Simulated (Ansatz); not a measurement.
```yaml
crystal:
  periodic: [false, false, false]
  atoms:
    - {symbol: Si, position_ang: [-1.059926, 0.881150, -1.025995]}
    - {symbol: As, position_ang: [0.761355, -0.616339, -1.136800]}
    - {symbol: Si, position_ang: [0.753854, -1.008186, 1.190902]}
    - {symbol: H, position_ang: [-2.288308, 0.077959, -0.791257]}
    - {symbol: H, position_ang: [-1.184501, 1.585921, -2.328338]}
    - {symbol: H, position_ang: [-0.925772, 1.887274, 0.060217]}
    - {symbol: H, position_ang: [1.786272, 0.504901, -1.019816]}
    - {symbol: H, position_ang: [-0.410206, -1.880602, 1.495736]}
    - {symbol: H, position_ang: [2.003357, -1.721072, 1.563528]}
    - {symbol: H, position_ang: [0.647076, 0.237894, 1.994723]}
basis:
  gaussian: {orbitals: def2-mTZVP}
magnetization: {spin_polarized: true, initial_magnetization: 1}
hamiltonian: {xc: {name: wB97X}}
```

```sh
$ ansatz run in.yaml --threads 4 --pin off --events-out ev --progress --plain --max-ram 10444MiB
```

Q: How does Ansatz answer? (An estimate is asked.)

A: Ansatz gave: The input was rejected before any iteration.
```
Error: a molecule whose nuclei and cores have a total charge of 68 cannot have a net charge of 0 together with 1 unpaired electrons
```
